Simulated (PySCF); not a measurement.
```xyz
12

C     -2.3543    -0.2957    -0.0660
C     -1.6303     0.8763    -0.0666
C     -0.2168     0.6677    -0.0195
Se     1.2657     1.8325     0.0031
C      2.3543     0.2957     0.0660
C      1.6303    -0.8763     0.0666
C      0.2168    -0.6677     0.0195
Se    -1.2657    -1.8325    -0.0031
H     -3.4462    -0.4000    -0.0973
H     -2.1055     1.8668    -0.1002
H      3.4462     0.4000     0.0972
H      2.1055    -1.8668     0.1003
```

Charge 0, multiplicity 1.

Problem. Give the Mulliken and meta-Löwdin atomic charges from PBE-D3(BJ)/def2-TZVP // PBE-D3(BJ)/def2-SVP in PySCF.

Solution. 
```
atom  Mulliken (e)  meta-Löwdin (e)
----  ------------  ---------------
C1           -0.19            -0.27
C2           -0.24            -0.15
C3            0.01            -0.15
Se4           0.16             0.30
C5           -0.19            -0.27
C6           -0.24            -0.15
C7            0.01            -0.15
Se8           0.16             0.30
H9            0.14             0.14
H10           0.12             0.13
H11           0.14             0.14
H12           0.12             0.13
```
